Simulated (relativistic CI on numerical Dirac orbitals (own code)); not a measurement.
# Judd-Ofelt analysis for Sm⁴⁺

Calculated at this level of theory: Dirac-Coulomb-Breit CI, separate exchange-only KLI orbitals for each configuration, model QED, unscaled Slater integrals (own radial code, finite nucleus).

Configuration 4f4 alone, in intermediate coupling. Take Ω₂ = 7.26, Ω₄ = 3.47, Ω₆ = 0.69 (10⁻²⁰ cm²) and refractive index n = 2.06 as given. A_ED = 64π⁴e²ν³ n(n² + 2)²/[27h(2J + 1)] Σ Ω_λ |U^λ|², in Gaussian units with ν in cm⁻¹, and A_MD is n³ times the free-ion magnetic-dipole rate; a dash marks a rate that is forbidden or under 2 % of the level's free-ion decay.

Emitting level 5I_7 at 5936 cm⁻¹ (radiative decay alone: multiphonon quenching in a host is left out, and the level can lie too high or too low):

| To | ν (cm⁻¹) | U² squared | U⁴ squared | U⁶ squared | Free-ion A(M1) (s⁻¹) |
| --- | --- | --- | --- | --- | --- |
| 5I_4 | 5936 | 0.0000 | 0.0023 | 0.1556 | - |
| 5I_5 | 4112 | 0.0022 | 0.0367 | 0.7857 | - |
| 5I_6 | 2114 | 0.0366 | 0.1537 | 1.0239 | 0.63 |

Question: Give the rates, branching ratios and the radiative lifetime.

Answer: The rates are:

```
  To  λ (nm)  A_ED (s⁻¹)  A_MD (s⁻¹)  β (%)
5I_4    1685        10.4           0   24.4
5I_5    2432        20.5           0   48.2
5I_6    4731        6.12        5.51   27.3
```

τ_rad = 2.35e-02 s. Computed level positions enter as ν³, so measured ones would change the rates. For the strongest line (2432 nm) and an assumed effective width Δλ = 180 nm (300 cm⁻¹), the Füchtbauer-Ladenburg formula σ = λ⁴A/(8πcn²Δλ) gives a peak emission cross-section of 0.13 × 10⁻²⁰ cm².
